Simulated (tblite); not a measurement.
Species: C8H7F.
Z-matrix (Å and degrees, GFN2-xTB geometry), rows numbered from 1:
```
C 
C   1  1.3216
C   2  1.4749  1  135.01
C   3  1.3529  2   92.64  1  -180.00
C   4  1.4660  3   93.01  2     0.01
C   5  1.3364  2  138.33  1     0.02
C   6  1.4383  5  124.87  2     0.07
C   7  1.3313  6  124.09  5   179.79
F   8  1.3449  7  122.38  6     0.03
H   1  1.0778  2  120.89  3     0.00
H   1  1.0760  2  122.69  3   179.99
H   3  1.0734  2  132.75  1    -0.00
H   4  1.0738  3  134.58  2   179.94
H   6  1.0828  5  118.75  2   180.00
H   7  1.0773  6  118.20  5    -0.16
H   8  1.0791  7  125.86  6  -179.93
```

Computed with GFN2-xTB (tblite): harmonic, unscaled wavenumbers at the GFN2-xTB geometry, gas phase. Errors from tens to a few hundred cm⁻¹ against measured bands are possible. One conformer, not necessarily the lowest.

Harmonic wavenumbers (cm⁻¹): 57.6, 95.2, 108.2, 187.0, 235.8, 281.2, 322.8, 452.3, 469.4, 607.7, 664.9, 703.5, 767.4, 787.7, 817.4, 819.2, 824.2, 844.6, 884.1, 900.9, 924.4, 1008.9, 1029.9, 1075.3, 1140.3, 1147.9, 1200.8, 1228.6, 1266.3, 1343.4, 1409.5, 1531.2, 1659.3, 1703.5, 1781.9, 3059.1, 3090.3, 3098.3, 3121.9, 3128.5, 3129.8, 3146.9.

A = 4096, B = 823.6, C = 685.7 MHz; mass 122.053 u (most abundant isotopes); point group Cs, symmetry number 1.

Q: What is the zero-point energy?

A: ½Σν̃ = 26029 cm⁻¹ = 74.42 kcal/mol.

Q: What is S at 298.15 K and 1 bar for an ideal gas of classical rigid rotors and harmonic oscillators?

A: Translation 40.34, rotation 29.32, vibration 23.06: S = 92.7 cal/(mol K).

Q: And Cp and H(298.15 K) − H(0)?

A: Cp = 33.97 cal/(mol K), of which vibrations give 26.03 (their classical limit is 42 R = 83.5); H(298.15 K) − H(0) = 6.09 kcal/mol without the zero-point energy, 3.72 from vibrations.

Q: Which modes carry the vibrational entropy at 298.15 K?

A: 57.6 cm⁻¹: 4.54; 95.2 cm⁻¹: 3.55; 108.2 cm⁻¹: 3.30; 187.0 cm⁻¹: 2.26; 235.8 cm⁻¹: 1.83; 281.2 cm⁻¹: 1.53 cal/(mol K); the other 36 give 6.05 together.

Q: Blend soft modes into free rotors: weight 1/[1 + (100 cm⁻¹/ν̃)⁴] for the oscillator and the rest for a rotor with moment μB/(μ + B), μ = h/(8π²ν), B = 10⁻⁴⁴ kg m². What vibrational entropy results?

A: 21.47 cal/(mol K) in place of 23.06, which changes −T·S at 298.15 K by +0.47 kcal/mol.

Hindered rotation and anharmonicity are outside this model. Other conformers, if any are populated, would add a mixing term that is left out.
